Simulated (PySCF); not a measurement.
# Electron correlation in Br⁺ (bromine, charge +1)

[Ar] 3d10 4s2 4p4, high-spin 3P determinant. Computed with PySCF 2.14 in jorge-DZP-DKH (8s6p2d1f, 43 functions), with the spin-free X2C one-electron Hamiltonian (Gaussian nucleus). Frozen: [Ar] 3d10; 6 electrons correlated.

MP2 pair energies summed by pair of shells (mhartree):

```csv
pair,energy,share (%)
4s-4p,-17.08,51.7
4p-4p,-11.47,34.8
4s-4s,-4.46,13.5
```

Total MP2 correlation energy: -33.00 mhartree.

Same-spin part -6.78 and opposite-spin part -26.23 mhartree; SCS-MP2 scales them by 1/3 and 6/5 to -33.73 mhartree.

```csv
level,correlation energy (mhartree)
CCSD,-38.96
(T),-0.26
CCSD(T),-39.22
```

Diagnostics: T1 = 0.0012, D1 = 0.0026, largest double amplitude 0.033.

Cost of the coupled-cluster step: 0.26 s of wall time on 1 thread of Intel(R) Xeon(R) Platinum 8375C CPU @ 2.90GHz (shared host), for 6 correlated electrons.

Iterations:

```
CC2 = 0
CCSD nocc = (np.int64(4), np.int64(2)), nmo = (29, 29)
frozen orbitals [[0, 1, 2, 3, 4, 5, 6, 7, 8, 9, 10, 11, 12, 13], [0, 1, 2, 3, 4, 5, 6, 7, 8, 9, 10, 11, 12, 13]]
max_cycle = 100
direct = 0
conv_tol = 1e-08
conv_tol_normt = 1e-06
diis_space = 8
diis_start_cycle = 0
Init t2, MP2 energy = -0.0330036459686081
Init E_corr(UCCSD) = -0.0330036459730706
cycle = 1  E_corr(UCCSD) = -0.0378505156895527  dE = -0.00484686972  norm(t1,t2) = 0.016288
cycle = 2  E_corr(UCCSD) = -0.0387243030858476  dE = -0.000873787396  norm(t1,t2) = 0.00377692
cycle = 3  E_corr(UCCSD) = -0.0389698010486623  dE = -0.000245497963  norm(t1,t2) = 0.00115931
cycle = 4  E_corr(UCCSD) = -0.038961363410045  dE = 8.43763862e-06  norm(t1,t2) = 0.000251359
cycle = 5  E_corr(UCCSD) = -0.0389622146911226  dE = -8.51281078e-07  norm(t1,t2) = 5.02582e-05
cycle = 6  E_corr(UCCSD) = -0.0389622143890053  dE = 3.02117317e-10  norm(t1,t2) = 3.80673e-06
cycle = 7  E_corr(UCCSD) = -0.0389622267156138  dE = -1.23266085e-08  norm(t1,t2) = 3.95652e-07
cycle = 8  E_corr(UCCSD) = -0.0389622247156726  dE = 1.99994114e-09  norm(t1,t2) = 7.29761e-08
UCCSD converged
E(UCCSD) = -2603.915366714295  E_corr = -0.03896222471567264
UCCSD(T) correction = -0.000264476860542252
```
